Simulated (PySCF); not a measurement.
**Levels of Yb⁺ from EOM-EA-GCCSD**

Reference: closed-shell Yb²⁺, [Xe] 4f14; one electron is added. Calculated with PySCF 2.14, two-component X2C-1e with screened spin-orbit coupling, x2c-TZVPPall-2c with one added diffuse shell each of s, p, d, f type (12s12p11d5f2g, 156 functions); frozen [Kr] 4d10; the 40 highest virtual spinors dropped; of the others 106 kept and the rest restored at second order. No Breit or QED terms. Binding energies in eV.

```csv
level,Koopmans,second order,EOM-CCSD,NIST
6s1/2,11.251,12.168,12.081,12.179
5d3/2,8.226,9.178,9.067,9.332
5d5/2,8.156,8.997,8.902,9.162
6p1/2,8.118,8.601,8.573,8.824
6p3/2,7.758,8.156,8.129,8.411
7s1/2,5.184,5.426,5.398,n/a
6d3/2,4.168,4.389,4.348,n/a
6d5/2,4.129,4.329,4.294,n/a
7p1/2,3.925,4.119,4.104,n/a
```

Electric-dipole lines between these computed levels:

| lower | upper | ΔE (eV) | vacuum wavelength (nm) |
| --- | --- | --- | --- |
| 6s1/2 | 6p1/2 | 3.508 | 353.4 |
| 6s1/2 | 6p3/2 | 3.953 | 313.7 |
| 6s1/2 | 7p1/2 | 7.978 | 155.4 |
| 5d3/2 | 6p1/2 | 0.494 | 2512 |
| 5d3/2 | 6p3/2 | 0.938 | 1322 |
| 5d3/2 | 7p1/2 | 4.963 | 249.8 |
| 5d5/2 | 6p3/2 | 0.773 | 1604 |
| 6p1/2 | 7s1/2 | 3.175 | 390.5 |
| 6p1/2 | 6d3/2 | 4.225 | 293.4 |
| 6p3/2 | 7s1/2 | 2.731 | 454.0 |
| 6p3/2 | 6d3/2 | 3.781 | 327.9 |
| 6p3/2 | 6d5/2 | 3.835 | 323.3 |
| 7s1/2 | 7p1/2 | 1.294 | 958.1 |
| 6d3/2 | 7p1/2 | 0.244 | 5083 |

Quantum defects δ = n − Z_c √(13.6057 eV / E) with Z_c = 2: 6s1/2 3.878, 5d3/2 2.550, 5d5/2 2.527, 6p1/2 3.480, 6p3/2 3.412, 7s1/2 3.825, 6d3/2 2.462, 6d5/2 2.440, 7p1/2 3.358.

The highest levels are limited by the diffuse functions of the basis.
